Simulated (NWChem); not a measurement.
# Plane-wave run on MgSe (cinnabar type)

```yaml
crystal:
  lattice:
    - [4.14894, 0.00000, 0.00000]
    - [-2.07447, 3.59309, 0.00000]
    - [0.00000, 0.00000, 9.50503]
  atoms:
    - { symbol: Mg, position: [0.71980, 0.00000, 0.66667] }
    - { symbol: Mg, position: [0.00000, 0.71980, 0.33333] }
    - { symbol: Mg, position: [0.28020, 0.28020, 0.00000] }
    - { symbol: Se, position: [0.48890, 0.00000, 0.16667] }
    - { symbol: Se, position: [0.00000, 0.48890, 0.83333] }
    - { symbol: Se, position: [0.51110, 0.51110, 0.50000] }
```

Everything below was run with NWChem. Origin of the cell: lattice set by a structure generator, not relaxed at this level; this structure type may not be the compound's usual one.

Norm-conserving pseudopotentials with valence charges Mg 2, Se 6, fixed occupations, no spin-orbit coupling, density cut at twice the wavefunction cutoff.

The filled d shells of Se are in the core.

Level: LDA (Vosko), Troullier-Martins, cutoff 25 Ha, density from a 3×3×1 mesh. Bands run along Γ–M–K–Γ–A–L–H–A with k in units of the cell's reciprocal vectors.

### Question
What gap does the band structure show, and how wide is the group of occupied bands?

### Answer
It shows a direct gap along this path of 1.40 eV at Γ. The 12 occupied bands reach 12.5 eV below the valence-band top.
